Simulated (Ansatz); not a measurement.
Mulliken charges of `Cl[B-](Cl)(Cl)[AsH3+]` from PBE/def2-TZVPP in Ansatz (PBE0-D4/def2-TZVP geometry).

```tsv
atom	x (Å)	y (Å)	z (Å)	charge (e)
Cl1	-1.525	-1.674	0.710	-0.160
B2	0.059	-1.172	-0.018	0.054
Cl3	1.511	-1.553	1.001	-0.160
Cl4	0.244	-1.578	-1.777	-0.160
As5	-0.029	0.974	0.002	0.311
H6	-0.184	1.631	1.345	0.039
H7	-1.149	1.611	-0.771	0.039
H8	1.165	1.704	-0.548	0.039
```

**Question.** By hand: the dipole of these point charges (1 e Å = 4.8032 D).

**Answer.** Σ q r = (-0.049, 1.201, 0.011) e Å, of length 1.202 e Å = 5.77 D.

**Question.** How does the dipole of the full density compare? (Estimate.)

**Answer.** Computed: (-0.043, 1.058, 0.010) e Å, 5.09 D; the point charges give 1.13 times that, at 0° from its direction.

Point charges leave out the atoms' own dipoles, such as those of lone pairs, and Mulliken's split depends on the basis, so the close match here is no proof of good charges.
